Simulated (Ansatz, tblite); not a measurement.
Removing and adding an electron: tetramethylammonium trifluoroacetate (C6H12F3NO2). The state is a singlet with charge 0. Geometry: PBE0-D4/def2-SVP. Ansatz, gas phase; energy differences of separate SCF runs; the oxidised species was run as a doublet alone; the reduced species was run as a doublet alone.

```xyz
24

C    -1.3653   -0.2389    0.9629
N    -0.4277    0.9237    0.9911
C     0.9555    0.4315    1.2706
C    -0.8389    1.8877    2.0367
C    -0.4517    1.5758   -0.3525
H    -1.2740   -0.7878    1.9085
H    -2.3878    0.1434    0.8454
H    -1.0881   -0.8574    0.0882
H     1.2667   -0.2789    0.4676
H     1.6281    1.2989    1.2966
H     0.9515   -0.0641    2.2503
H    -1.8541    2.2460    1.8230
H    -0.8200    1.3884    3.0139
H    -0.1402    2.7340    2.0414
H    -1.4457    2.0157   -0.5069
H    -0.2680    0.7825   -1.1006
H     0.3161    2.3592   -0.3779
O    -0.3118   -1.1111   -1.7014
C     0.8343   -1.6090   -1.6904
O     1.7655   -1.4270   -0.8950
C     1.1538   -2.6121   -2.8288
F     2.2459   -2.2363   -3.5046
F     1.3936   -3.8311   -2.3276
F     0.1623   -2.7331   -3.7104
```

The xTB rows come from tblite.

Problem. Estimate orbital energies and vertical ionisation energies and electron affinities at: GFN1-xTB; GFN2-xTB; PBE-D4/def2-TZVP; r2SCANh-D4/def2-TZVP; PBE0-D4/def2-TZVP.

Solution. 
```
               level  −HOMO (eV)  vertical IE (eV)  −LUMO (eV)  vertical EA (eV)  HOMO–LUMO gap (eV)  IE − EA (eV)                       remarks
            GFN1-xTB       10.82             14.19        5.54              3.02                5.28         11.17                             –
            GFN2-xTB        9.92             13.27        5.10              1.46                4.82         11.81                             –
    PBE-D4/def2-TZVP        4.89              8.16        1.06             -0.82                3.83          8.98  HOMO above zero (-1 doublet)
r2SCANh-D4/def2-TZVP        5.86              8.49        0.21             -1.07                5.65          9.56  HOMO above zero (-1 doublet)
   PBE0-D4/def2-TZVP        6.55              8.62        0.24             -1.04                6.32          9.66  HOMO above zero (-1 doublet)
```

Relaxing the reduced species (PBE0-D4/def2-SVP) changes its energy by -0.15 eV at PBE0-D4/def2-TZVP, so the adiabatic electron affinity to this nearest minimum is -0.89 eV. At PBE-D4/def2-TZVP it is -0.61 eV. The highest occupied level of the relaxed charge -1 doublet lies above zero (up to 2.09 eV). By energy differences, losing it releases 0.89 eV (each at its own geometry, to the charge 0 singlet, at PBE0-D4/def2-TZVP).     A HOMO above zero means that the electron is unbound at that level or that self-interaction error raises the level; the energy of removing that electron tells which. Raw xTB energy differences between charge states are shifted by several eV; the methods need an empirical correction for them. Sets without diffuse functions give affinities that are too small. A negative affinity means that the extra electron isn't bound; its size then hangs on the basis.
